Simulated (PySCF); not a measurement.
Two species compared at the same levels of theory.

First species: C7H10FOP.
Bonds: C1–C2, C2–C3, C2–C4, C2–C5, C5–O6 (aromatic), O6–C7 (aromatic), C7–F8, C7–C9 (aromatic), C9–P10 (aromatic), C5–P10 (aromatic). Hydrogens: H11, H12, H13 on C1; H14, H15, H16 on C3; H17, H18, H19 on C4; H20 on C9.

Second species: C5H11ClOSi.
Z-matrix (Å and degrees, GFN2-xTB geometry), rows numbered from 1:
```
C 
C   1  1.3242
Si  2  1.8790  1  124.82
C   3  1.9224  2  107.06  1  -117.63
C   4  1.5173  3  113.44  2    55.74
Cl  4  1.8177  3  105.01  2   -61.73
C   4  1.5250  3  112.76  2  -176.89
O   7  1.4002  4  113.61  3   175.73
H   1  1.0776  2  121.71  3    -0.29
H   1  1.0793  2  122.49  3   179.81
H   2  1.0840  1  118.12  3  -179.88
H   3  1.4645  2  111.04  1   125.32
H   3  1.4659  2  111.64  1     0.15
H   5  1.0892  4  110.82  3   178.38
H   5  1.0885  4  109.03  3    59.17
H   5  1.0876  4  110.89  3   -60.35
H   7  1.0930  4  108.79  3   -66.38
H   7  1.1001  4  109.35  3    51.71
H   8  0.9673  7  107.58  4   -54.32
```

Levels: PBE0/pcSseg-1 for dipole moment, HOMO energy, LUMO energy and HOMO–LUMO gap; GFN2-xTB for rotational constant A and rotational constant C. Geometries: GFN2-xTB. Each structure is a single optimised conformer of the isolated species, non-relativistic unless stated; the electronic structure was computed with PySCF and density fitting.

The conformers computed, where there is a choice (atom-mapped SMILES and torsion angles):
- `[CH3:1][C:2]([CH3:3])([CH3:4])[c:5]1[o:6][c:7]([F:8])[cH:9][p:10]1`: C1–C2–C5–O6 -60°
- `[CH2:1]=[CH:2][SiH2:3][C@:4]([CH3:5])([Cl:6])[CH2:7][OH:8]`: C1–C2–Si3–C4 -118°, C2–Si3–C4–C5 56°, Si3–C4–C7–O8 176°, H–O8–C7–C4 -54°

(1) Which of the two has the higher rotational constant C, and by how much?

(2) Which has the higher rotational constant A?

(3) Which of the two has the higher HOMO energy, and by how much?

(4) Which has the higher dipole moment?

(5) Which of the two has the higher HOMO–LUMO gap, and by how much?

(6) Which has the higher LUMO energy?

Answers

(1) The second: 0.780 GHz against 0.683 GHz, a difference of 0.097 GHz.

(2) The second: 2.395 GHz against 1.903 GHz, a difference of 0.492 GHz.

(3) The first: -6.62 eV against -7.83 eV, a difference of 1.21 eV.

(4) The second: 2.02 D against 1.25 D, a difference of 0.77 D.

(5) The second: 7.25 eV against 5.72 eV, a difference of 1.53 eV.

(6) The second: -0.58 eV against -0.90 eV, a difference of 0.32 eV.

On the first: The dipole matches unit charges of opposite sign 0.26 Å apart (1 e·Å = 4.8032 D).

On the second: In atomic units the dipole is 0.79 e·bohr (1 au = 2.5417 D).
